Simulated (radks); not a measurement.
Species: H. Configuration: 1s1.

Calculated with a radial shooting solver on a logarithmic mesh with Libxc functionals: scalar-relativistic Kohn-Sham, PBE, spin-unpolarised, spherical densities, finite nucleus; Gaussian nuclear charge, rms radius 0.8783 fm; without spin polarisation the odd electron is poorly described; hard spherical wall at 3 bohr.

Energy parts (eV):
total: -9.881
kinetic: 20.309
electron-nucleus: -31.823
Hartree: 10.465
exchange-correlation: -8.831

Orbitals (lengths in bohr, moments of r in powers of bohr; r(90%) holds 90 % of the orbital's charge):
| orbital | occ. | eigenvalue (eV) | r(90%) |
|---|---|---|---|
| 1s | 1 | -1.8872 | 1.95 |
| 2s | 0 | 39.1245 | 2.46 |
| 2p | 0 | 21.8157 | 2.33 |

The highest occupied level is 1s at -1.887 eV. The electron density at the nucleus is 0.4217 e/bohr^3 (large components only). The pressure on the wall is 34.5 GPa. Summed over all electrons, <r^2> = 1.691 bohr^2, which gives a Langevin (diamagnetic) susceptibility term of -1.34 x 10^-6 cm^3/mol. The density falls to 0.001 e/bohr^3 at r = 2.46 bohr.
